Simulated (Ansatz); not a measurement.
A structure relaxed at PBE0-D4/def2-TZVP, charge 0, multiplicity 1:

Cartesian coordinates in Å:
```
C 0.622 1.150 0.926
O 1.037 0.524 -0.273
Ge 0.120 -0.797 -0.968
F 0.187 -2.133 0.142
S -2.034 -0.338 -1.135
H -0.437 1.431 0.893
H 0.789 0.500 1.791
H 1.219 2.056 1.048
H 0.825 -1.179 -2.265
H -2.326 -1.215 -0.159
```

**Question.** Give its formula and SMILES.

**Answer.** CH5FGeOS, `C[O][GeH]([F])[SH]`.

**Question.** Summarise the bond lengths by kind.

**Answer.** 1 × C–O 1.415 Å; 3 × C–H 1.091 to 1.096 Å; 1 × Ge–O 1.752 Å; 1 × F–Ge 1.738 Å; 1 × Ge–S 2.208 Å; 1 × Ge–H 1.525 Å; 1 × H–S 1.344 Å.

Computed with Ansatz.
